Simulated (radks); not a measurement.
The numbers below are computed, except where a source is named.
Ionisation of neutral bromine, [Ar] 3d10 4s2 4p5, to Br+, [Ar] 3d10 4s2 4p4, under several functionals. Scalar-relativistic Kohn-Sham, spin-polarised, spherical densities, point nucleus; open shells are filled with parallel spins first; a radial shooting solver on a logarithmic mesh with Libxc functionals.

LDA (Slater exchange, Perdew-Zunger correlation): E(Br) (hartree) -2603.11926; Exc (hartree) -88.74747; IE (eV) 12.150; -e(HOMO) (eV) 7.681; <r> HOMO (bohr) 2.116; IE error (eV) +0.336
PBE: E(Br) (hartree) -2606.41965; Exc (hartree) -92.09717; IE (eV) 11.850; -e(HOMO) (eV) 7.452; <r> HOMO (bohr) 2.119; IE error (eV) +0.036
OLYP: E(Br) (hartree) -2607.51916; Exc (hartree) -93.28503; IE (eV) 11.669; -e(HOMO) (eV) 7.297; <r> HOMO (bohr) 2.123; IE error (eV) -0.145
XLYP: E(Br) (hartree) -2607.20252; Exc (hartree) -92.88230; IE (eV) 11.802; -e(HOMO) (eV) 7.370; <r> HOMO (bohr) 2.132; IE error (eV) -0.012
LDA (Slater exchange, VWN5 correlation): E(Br) (hartree) -2603.13576; Exc (hartree) -88.76446; IE (eV) 12.108; -e(HOMO) (eV) 7.654; <r> HOMO (bohr) 2.116; IE error (eV) +0.295
BP86: E(Br) (hartree) -2607.09886; Exc (hartree) -92.78530; IE (eV) 11.999; -e(HOMO) (eV) 7.581; <r> HOMO (bohr) 2.115; IE error (eV) +0.185
SOGGA: E(Br) (hartree) -2604.43653; Exc (hartree) -90.08619; IE (eV) 11.761; -e(HOMO) (eV) 7.365; <r> HOMO (bohr) 2.115; IE error (eV) -0.053
AM05: E(Br) (hartree) -2603.29478; Exc (hartree) -88.93074; IE (eV) 11.838; -e(HOMO) (eV) 7.427; <r> HOMO (bohr) 2.116; IE error (eV) +0.024
exchange-only PBE: E(Br) (hartree) -2604.72823; Exc (hartree) -90.36515; IE (eV) 10.766; -e(HOMO) (eV) 6.476; <r> HOMO (bohr) 2.158; IE error (eV) -1.048

NIST Atomic Spectra Database: 11.814 eV (measured). Closest: XLYP. The Delta-SCF values span 1.38 eV, the total energies 4.40 hartree. The highest occupied level is 4p. Open shells are spherical and high-spin; term and fine-structure splittings are not resolved.
